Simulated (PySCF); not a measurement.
## C2H12OSi3

C2H12OSi3 is a small molecule, neutral, singlet. The structure, one conformer, was relaxed in the gas phase by PBE0-D3(BJ)/def2-SVP. No frequency run checks that it is a minimum.

SMILES: OC([SiH3])([SiH3])C[SiH3]

Coordinates in Å:
```
C1      0.083   -0.221    0.419
Si2     0.119    1.367    1.476
Si3    -0.852   -1.596    1.361
C4     -0.564    0.026   -0.955
Si5     0.659    0.692   -2.250
O6      1.460   -0.606    0.291
H7      0.846    2.461    0.767
H8     -1.294    1.797    1.719
H9      0.782    1.087    2.783
H10    -0.634   -2.855    0.575
H11    -2.317   -1.309    1.428
H12    -0.312   -1.788    2.739
H13    -0.979   -0.905   -1.390
H14    -1.419    0.720   -0.883
H15    -0.136    1.104   -3.450
H16     1.607   -0.378   -2.685
H17     1.427    1.871   -1.758
H18     1.503   -1.460   -0.158
```

Shieldings: GIAO PBE0/pcSseg-1. Shifts are against computed references at the same level: C TMS (σ 184.4 ppm), H TMS (σ 31.27 ppm), Si TMS (σ 352.0 ppm). Core levels by delta-SCF with SCAN, pcX-2 on the ionised atom and pcseg-1 elsewhere, spin-free X2C (2p3/2 is the spin-free 2p value less a third of a first-order spin-orbit splitting); from the vacuum level, for chosen atoms.

**Question.** Give the shieldings and core levels atom by atom.

**Answer.** 
```csv
atoms,bonded to,σ (ppm),δ (ppm),core level (eV)
C1,1 C + 1 O + 2 Si,131.3,53.1,1s 291.31
Si2,1 C + 3 H,412.7,-60.7,2p3/2 106.61
Si3,1 C + 3 H,403.8,-51.8,2p3/2 106.67
C4,1 C + 1 Si + 2 H,163.5,20.9,1s 290.41
Si5,1 C + 3 H,426.2,-74.2,-
O6,1 C + 1 H,271.2,-,1s 538.59
H7 H8 H9,1 Si,27.21,4.05,-
H10 H11 H12,1 Si,27.30,3.96,-
H13,1 C,29.86,1.40,-
H14,1 C,29.99,1.28,-
H15 H16 H17,1 Si,27.32,3.95,-
H18,1 O,31.03,0.23,-
```

Values are those of this one static structure, with the three H of a rotating XH3 group averaged; atoms that internal rotation interchanges would show their mean in an NMR spectrum.

**Question.** By CAM-B3LYP/def2-SVPD (TDDFT singlets, Tamm-Dancoff triplets, ionisation by delta-SCF), where does absorption start, and what does vertical ionisation take?

**Answer.** The lowest singlet lies at 6.42 eV (f 0.004), the strongest of the first 6 at 7.58 eV (f 0.179), the lowest triplet at 6.10 eV; vertical ionisation takes 9.44 eV.

The 3 runs behind this took 2.4 min in all, one thread each of AMD EPYC 9R45 96-Core on a shared host, launched as `OMP_NUM_THREADS=1 python cluster_run.py task.json out`.
